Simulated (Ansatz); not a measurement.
Species: sum formula H₃SiO₃ (charge -1, singlet). It need not be the lowest isomer of its formula. Whether it binds its extra electron was not tested at this geometry. 
Geometry from a B3LYP-D3(BJ)/def2-TZVP (Ansatz, a quantum-chemistry and plane-wave program) optimisation:
SMILES: [O-][SiH](O)O
```xyz
7

O     -0.5955     1.1817    -0.8478
Si    -0.0507     0.2111     0.2439
O      1.5701    -0.2429     0.0076
O     -0.9189    -1.2456     0.3584
H     -0.0268     0.6542     1.6792
H      1.8232     0.0982    -0.8562
H     -1.5325    -1.2536    -0.3832
```
Charge -1, spin multiplicity 1.

Basis-set convergence of Hartree-Fock and MP2 correlation energies (hartree) with Ansatz. Valence correlation only, unless marked. Spin-orbit coupling is left out. No relativistic terms.

```tsv
basis	functions	E(HF)	E(corr, MP2)
aug-cc-pV(D+d)Z	128	-515.46677	-0.73025
aug-cc-pV(T+d)Z	262	-515.54824	-0.88755
aug-cc-pV(Q+d)Z	467	-515.56719	-0.94663
```

Extrapolating the two largest sets (X = 3 and 4) as X^-3: E(corr) = (64·(-0.94663) - 27·(-0.88755))/37 = -0.9897 Eh, an estimate of the basis-set limit. The largest set recovers 95.6 % of it, the smallest 73.8 %.
